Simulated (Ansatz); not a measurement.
Hf3⁻, relaxed as a doublet with UKS PBE-D4/def2-TZVPD in Ansatz, starting from the GFN1-xTB geometry. Force threshold 0.02 eV/Å.

In the def2 sets Hf takes a core potential; there is no spin–orbit coupling. The charge -1 doublet is spin-contaminated (final ⟨S²⟩ up to 1.78, 0.75 for a pure state). The highest occupied level of the charge -1 doublet lies above zero (up to 0.84 eV). Its loss leaves the charge 0 triplet, which lies 0.85 eV higher (vertical, at PBE-D4/def2-TZVPD), but this difference is unsure: the triplet is doubtful (geometry relaxed on an unsound state). The relaxation made no stability test and no search for a lower SCF solution. At PBE-D4/def2-TZVPD a quartet of charge -1 lies 0.12 eV below the doublet, each at its own geometry. The structure comes from a short search, and lower isomers may exist.

Start:

```xyz
3

Hf   -1.152   -1.008    0.544
Hf   -0.059    0.553   -1.527
Hf    1.211    0.456    0.983
```

**Question.** Estimate the energy that the relaxation releases and the steps that it takes.

**Answer.** 0.15 eV, in 7 steps; 24 s on 4 threads of Arm Neoverse V2 on a shared host. The force fell under the threshold at step 5, but the optimiser went on. No frequencies were taken in this run, so the end may be a saddle point.

**Question.** Does the start keep its bonding and symmetry?

**Answer.** By distances, no bond broke or formed. The bond that changes most is Hf1–Hf3, from 2.81 to 2.61 Å (atoms count from 1). Point group D3h at the start, C2v at the end, both within 0.05 Å.

**Question.** Predict the relaxed structure.

**Answer.** 
Cartesian coordinates in Å:
```
Hf -1.064 -0.957 0.567
Hf -0.059 0.558 -1.540
Hf 1.124 0.399 0.973
```
Bond lengths (bridged metal pairs left out): 3 × Hf–Hf 2.61 to 2.78 Å.
